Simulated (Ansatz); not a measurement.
Isolated molecules relaxed with PBE0-D4/def2-TZVP in Ansatz; ΔE leaves out vibrations. CCSD(T)/CBS is the MP2 limit (def2-TZVPP, def2-QZVPP) plus CCSD(T) − MP2 in def2-TZVPP, frozen cores. DFT in def2-TZVPP. Elements past krypton have def2 core potentials. For Sn outer-core shells are correlated without core-valence functions, which leaves a few kJ/mol of doubt a bond. Each species was taken in one conformer, which may not be the lowest.

`[CH3][SnH]([F])[SiH2]F` + `C#CSS` → `F[SiH2]SS` + `C#[C][SnH]([CH3])[F]`  (formal exchange of groups at the Si–Sn bond)

```
         level  ΔE (kcal/mol)
        PBE-D4          -18.4
     r2SCAN-D4          -21.8
       ωB97M-V          -25.4
           PBE          -18.1
 HF/def2-QZVPP          -27.4
MP2/def2-QZVPP          -27.5
  HF/CBS(def2)          -27.4
CCSD/CBS(def2)          -26.6
```

**Question.** What does CCSD(T)/CBS give? (Best estimate.)

**Answer.** Computed: -26.5 kcal/mol. The listed levels differ from it by 8.1, 4.7, 1.1, 8.4, -0.9, -1.0, -0.9, -0.1 kcal/mol.

Largest T1 diagnostic among the species: 0.014.

From PBE to PBE0 (25 % exact exchange), in def2-TZVPP and without D4, ΔE moves by −2.9 kcal/mol.
